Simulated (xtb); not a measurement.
H2O4S, charge +1, doublet, geometry from GFN2-xTB (a state made from the parent by changing its charge; the spin is typed, not shown lowest); GFN0-xTB with ALPB(ether) (xtb).

Input for xtb:
```
$ xtb mol.xyz --gfn 0 --chrg 1 --uhf 1 --alpb ether --json

# file mol.xyz
7

O     -0.46529138     1.41220598    -0.07095844
S     -0.01626657    -0.02567348    -0.00245745
O     -0.36107300    -0.82927774    -1.16232897
O     -0.68935298    -0.82860665     1.00363709
O      1.46298435     0.16245005     0.22168374
H     -1.38901452     1.65960187    -0.21103719
H      2.07114373    -0.58299923     0.31408907
```

Output, abridged:

```
   ID    Z sym.   atoms
    1    8 O      1, 3-5
    2   16 S      2
    3    1 H      6, 7

           -------------------------------------------------
          |                Calculation Setup                |
           -------------------------------------------------

           -------------------------------------------------
          |                 G F N 0 - x T B                 |
           -------------------------------------------------

      * Solvation model:               ALPB
        Solvent                        ether
        Parameter file                 internal GFN-FF/ALPB
        Dielectric constant                4.3300E+00
        Reference state                gsolv [1 M gas/solution]
        Free energy shift                  6.7832E-03 Eh       4.2565E+00 kcal/mol
        Temperature                        2.9815E+02 K
        Density                            7.1300E-01 kg/L
        Solvent mass                       7.4120E+01 g/mol
        Interaction kernel             P16
        Born radius scaling (c1)           1.8092E+00
        Born radii integrator          GBOBC
        Born offset                        0.0000E+00 a0       0.0000E+00 AA
        H-bond correction              true
        Ion screening                  false
        Surface tension                    1.0000E-05 Eh       1.5569E+01 dyn/cm
        Grid points                               230 per atom

          ...................................................
          :                      SETUP                      :
          :.................................................:
          :  # basis functions                  30          :
          :  # atomic orbitals                  29          :
          :  # shells                           15          :
          :  # electrons                        31          :
          :  electronic temp.          300.0000000     K    :
          :  accuracy                    1.0000000          :
          :  -> integral cutoff          0.2500000E+02      :
          :  -> integral neglect         0.1000000E-07      :
          ...................................................

         :::::::::::::::::::::::::::::::::::::::::::::::::::::
         ::                     SUMMARY                     ::
         :::::::::::::::::::::::::::::::::::::::::::::::::::::
         :: total energy             -15.604254547559 Eh    ::
[...]
        29                          0.8995935              24.4792
      -------------------------------------------------------------
                  HL-Gap            0.2147061 Eh            5.8425 eV
             Fermi-level            0.0000000 Eh            0.0000 eV

     #   Z          covCN         q      C6AA      α(0)
     1   8 O        1.664    -0.447    21.601     6.287
     2  16 S        3.455     1.071   102.698    17.086
     3   8 O        0.860    -0.206    18.096     5.708
     4   8 O        0.860    -0.206    18.096     5.708
     5   8 O        1.664    -0.447    21.606     6.288
     6   1 H        0.813     0.617     0.230     0.752
     7   1 H        0.813     0.617     0.229     0.752

 Mol. C6AA /au·bohr⁶  :        824.404909
 Mol. C8AA /au·bohr⁸  :      23468.605960
 Mol. α(0) /au        :         42.581698

Wiberg/Mayer (AO) data.
largest (>0.10) Wiberg bond orders for each atom

 ---------------------------------------------------------------------------
     #   Z sym  total        # sym  WBO       # sym  WBO       # sym  WBO
 ---------------------------------------------------------------------------
     1   8 O    2.530 --     2 S    1.277     6 H    0.947     4 O    0.117
                             3 O    0.117
     2  16 S    5.520 --     4 O    1.476     3 O    1.476     5 O    1.277
                             1 O    1.277
     3   8 O    2.108 --     2 S    1.476     4 O    0.392     5 O    0.117
                             1 O    0.117
     4   8 O    2.108 --     2 S    1.476     3 O    0.392     5 O    0.117
                             1 O    0.117
     5   8 O    2.530 --     2 S    1.277     7 H    0.947     4 O    0.117
                             3 O    0.117
     6   1 H    0.974 --     1 O    0.947
     7   1 H    0.974 --     5 O    0.947
 ---------------------------------------------------------------------------

Topologies differ in total number of bonds
Writing topology from bond orders to xtbtopo.mol

 dipole moment from electron density (au)
     X       Y       Z
   0.5572   0.8795   0.0842  total (Debye):    2.655

           -------------------------------------------------
          | TOTAL ENERGY              -15.604254547559 Eh   |
          | GRADIENT NORM               0.025760085222 Eh/α |
          | HOMO-LUMO GAP               5.842450674075 eV   |
           -------------------------------------------------

normal termination of xtb
```
